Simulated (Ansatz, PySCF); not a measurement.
Species: GaH2 (charge +1, singlet). SMILES: [GaH2+]
Geometry from a B3LYP-D3(BJ)/def2-TZVP (Ansatz, an electronic-structure program) optimisation:
```
Ga
H 1 1.5293
H 1 1.5293 2 180.00
```
Charge +1, spin multiplicity 1.

Wanted: vertical triplet-singlet gap, E(triplet) - E(singlet), in eV. Conventions: 6-31G* and kin with 6d, 5d where marked; dispersion terms only where a functional's name holds one; UHF or UKS for open shells; frozen cores in correlated levels (noble-gas shells and the d and f shells of earlier blocks); LANL2DZ with its own core potentials from Na on; spin-orbit terms left out; non-relativistic; each state is the SCF solution reached for its charge and spin. Ab initio and DFT rows: single points at B3LYP-D3(BJ) geometries (Ansatz). A UHF reference is markedly spin-contaminated in at least one set, which strains HF and MP2. The spin state of an ion or metal species was assumed, not searched. Levels can end on unlike triplets.

```csv
level,program,"vertical triplet-singlet gap, E(triplet) - E(singlet) (eV)"
HF/6-31G*,Ansatz,6.22
HF/6-31G* with LANL2DZ past Ar,Ansatz,6.19
PBE/6-31G*,Ansatz,6.01
PBE/6-31G* with LANL2DZ past Ar,Ansatz,6.08
B3LYP/STO-3G,Ansatz,1.94
B3LYP/3-21G,Ansatz,6.34
B3LYP/6-31G*,Ansatz,6.21
B3LYP/6-31G* with LANL2DZ past Ar,Ansatz,6.37
M06-2X/6-31G* with LANL2DZ past Ar (5d),PySCF,6.67
MP2/6-31G*,Ansatz,6.51
MP2/6-31G* with LANL2DZ past Ar,Ansatz,6.49
PBE/def2-TZVPD,Ansatz,5.98
B3LYP/def2-TZVPD,Ansatz,6.19
PBE0/def2-TZVPD,Ansatz,6.14
```

No value to compare with is used here. The 11 habitual levels span 1.94 (B3LYP/STO-3G) to 6.67 eV (M06-2X/6-31G* with LANL2DZ past Ar (5d)); PBE0/def2-TZVPD gives 6.14.

The levels are drawn from those run, B3LYP/6-31G* more often than the rest, none by its result; left out are runs that failed, that the program found above a lower state of the same kind, or whose <S^2> lies over 0.5 above the pure value.
